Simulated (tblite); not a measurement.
**Question.** Write Cartesian coordinates for `CC[C@@H](C)[C@@H](F)S(=O)(=O)Cl` as optimised with GFN2-xTB.

**Answer.** 
```xyz
20
C5H10ClFO2S angstrom
C     -1.7867    1.2177   -0.4733
C     -1.2198   -0.1952   -0.3729
C     -0.2976   -0.4033    0.8320
C      0.1811   -1.8522    0.9198
C      0.8846    0.5456    0.7691
F      1.8475    0.2331    1.6679
S      1.7096    0.4801   -0.8861
O      1.9096   -0.8475   -1.3633
O      1.0871    1.4299   -1.7507
Cl     3.5397    1.2352   -0.4412
H     -1.0277    1.9164   -0.8125
H     -2.5984    1.2370   -1.1955
H     -2.1781    1.5480    0.4869
H     -2.0443   -0.9050   -0.2803
H     -0.6744   -0.4346   -1.2872
H     -0.8530   -0.1624    1.7492
H     -0.6720   -2.5156    1.0357
H      0.8383   -1.9859    1.7757
H      0.7204   -2.1306    0.0195
H      0.6289    1.5999    0.8923
```

Any rigid rotation of these coordinates is as good. Atoms count from 1 in this order. Of the pairs four or more bonds apart, O8···H19 is among the closest relative to their van der Waals radii: 2.23 Å, 82 % of the sum of Bondi's values. S7 (sulfonyl sulfur) is distorted tetrahedral (angles from 101.1° to 118.6°).

Bonds between heavy atoms (Å): C1–C2 1.526, C2–C3 1.531, C3–C4 1.529, C3–C5 1.517, C5–F6 1.354, C5–S7 1.851, S7=O8 1.425, S7=O9 1.427, S7–Cl10 2.029.

Computed geometry: GFN2-xTB, gas phase.

Point group: C1 (no symmetry element, even within 0.4 Å). Its GFN2-xTB frequencies are all real (lowest 40 cm⁻¹). One conformer, not necessarily the lowest (C1–C2–C3–C4 177°, C2–C3–C5–F6 -168°, C3–C5–S7–O8 -45°).
